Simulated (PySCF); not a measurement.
C8H9OP.
Atom-mapped SMILES: `[CH2:1]=[CH:2][c:3]1[p:4][cH:5][o:6][c:7]1[CH:8]1[CH2:9][CH2:10]1`

Geometry (GFN2-xTB, Å), atoms numbered from 1 in this order:
```xyz
19
C8H9OP angstrom
C      3.1271   -1.4429    0.3676
C      1.8305   -1.2028    0.2170
C      1.2795    0.1104   -0.0376
P      2.2650    1.5773   -0.3065
C      0.8021    2.4302   -0.4876
O     -0.3210    1.7118   -0.3625
C     -0.0591    0.4197   -0.1137
C     -1.2213   -0.4633    0.0546
C     -2.4792   -0.1926   -0.7313
C     -2.4580    0.0668    0.7368
H      3.5057   -2.4325    0.5547
H      3.8512   -0.6456    0.3081
H      1.1194   -2.0160    0.2829
H      0.6546    3.4770   -0.6888
H     -0.9639   -1.4970    0.2352
H     -3.0314   -1.0419   -1.1031
H     -2.4760    0.6575   -1.3955
H     -2.4392    1.0930    1.0695
H     -2.9956   -0.6000    1.3930
```

Probes without a nucleus sit at each ring's centroid and 1 Å off its mean plane on both sides; NICS is minus the shielding there, NICSzz its component along the normal. Level: GIAO PBE0/pcSseg-1 (PySCF, non-relativistic, gas phase) on the GFN2-xTB geometry, one conformer.

Ring bond lengths (Å), with Mayer bond orders in brackets: C3–P4 1.788 (1.10), P4–C5 1.703 (1.59), C5–O6 1.339 (1.07), O6–C7 1.342 (1.03), C7–C3 1.376 (1.47); C8–C9 1.508 (0.94), C9–C10 1.491 (0.97), C10–C8 1.509 (0.94).

Task: Give the NICS values of each ring in ppm.

Result: 
```
          ring                                                     type  NICS(0)  NICS(1), two faces  NICS(1)zz, two faces  rms pucker (Å)  centre to ring atoms, mean (Å)
C3–P4–C5–O6–C7  5-membered ring with O and P; formal bonds all aromatic     -9.5         -9.5 / -9.5         -20.1 / -20.3            0.00                            1.28
     C8–C9–C10           3-membered carbocycle; formal bonds all single    -42.2         -6.8 / -7.8         -23.5 / -23.2            0.00                            0.87
```

Task: What can be read from them?

Result: 
- C3–P4–C5–O6–C7: mean NICS(1)zz -20.2 ppm, shielded.
- C8–C9–C10: mean NICS(1)zz -23.3 ppm, shielded. C8, C9, C10 have four or more neighbours; no verdict on aromaticity is drawn. NICS(0) lies 35 ppm below the mean NICS(1).

Task: And the bond-length index? HOMA takes Krygowski's 1993 parameters.

Result: 
- C3–P4–C5–O6–C7: HOMA 0.44; the largest term is that of C3–P4, α(R − Ropt)² = 0.95.
